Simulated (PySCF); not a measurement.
Parent: `[CH3:1][CH2:2][CH2:3][CH2:4][C@H:5]([CH3:6])[S:7](=[O:8])(=[O:9])[O-:10]` (charge -1) with C1–C2–C3–C4 -179°, C2–C3–C4–C5 165°, C3–C4–C5–C6 52°, C4–C5–S7–O8 74°, [C6H13O3S]-.

The geometries are computed with GFN2-xTB (gas phase). One conformer each, not checked by frequencies here.

```
coordinate of the parent    value
                   C1–C2  1.524 Å
                   C2–C3  1.526 Å
                   C3–C4  1.526 Å
                   C4–C5  1.515 Å
                   C5–C6  1.509 Å
                   C5–S7  1.849 Å
                   S7=O8  1.465 Å
                   S7=O9  1.463 Å
                  S7–O10  1.463 Å
                C1–C2–C3   111.6°
                C2–C3–C4   112.0°
                C3–C4–C5   112.6°
                C4–C5–C6   116.7°
                C4–C5–S7   108.4°
                C6–C5–S7   106.0°
                C5–S7–O8   106.7°
                C5–S7–O9   105.1°
               C5–S7–O10   103.9°
                O8–S7–O9   113.4°
               O8–S7–O10   113.1°
               O9–S7–O10   113.5°
```

Problem. How does the shared frame change in `[CH3:1][C@H:2]([CH2:3][CH:4]([F:5])[F:6])[S:7](=[O:8])(=[O:9])[O-:10]` (charge -1) with C1–C2–C3–C4 171°, C2–C3–C4–F5 170°, C1–C2–S7–O8 68°, [C4H7F2O3S]-? Atoms pair as C3 = C4, C4 = C3, C5 = C2, C6 = C1, S7 = S7, O8 = O8, O9 = O10, O10 = O9 (parent first).

Solution. 
```tsv
parent	relative	value in the relative	change
C3–C4	C4–C3	1.512 Å	-0.014
C4–C5	C3–C2	1.514 Å	-0.001
C5–C6	C2–C1	1.508 Å	-0.001
C5–S7	C2–S7	1.853 Å	+0.004
S7=O8	S7=O8	1.460 Å	-0.005
S7=O9	S7–O10	1.465 Å	+0.002
S7–O10	S7=O9	1.457 Å	-0.006
C3–C4–C5	C4–C3–C2	110.8°	-1.8
C4–C5–C6	C3–C2–C1	113.1°	-3.6
C4–C5–S7	C3–C2–S7	106.0°	-2.4
C6–C5–S7	C1–C2–S7	105.0°	-1.0
C5–S7–O8	C2–S7–O8	103.9°	-2.8
C5–S7–O9	C2–S7–O10	105.3°	+0.2
C5–S7–O10	C2–S7–O9	105.4°	+1.5
O8–S7–O9	O8–S7–O10	113.4°	0.0
O8–S7–O10	O8–S7–O9	114.2°	+1.1
O9–S7–O10	O10–S7–O9	113.5°	0.0
```

Of the parent's bonds, C3–C4 changes most (-0.014 Å). Bonds of the relative outside the shared frame: C4–F5 1.370, C4–F6 1.371 Å. Point group C1 → C1.
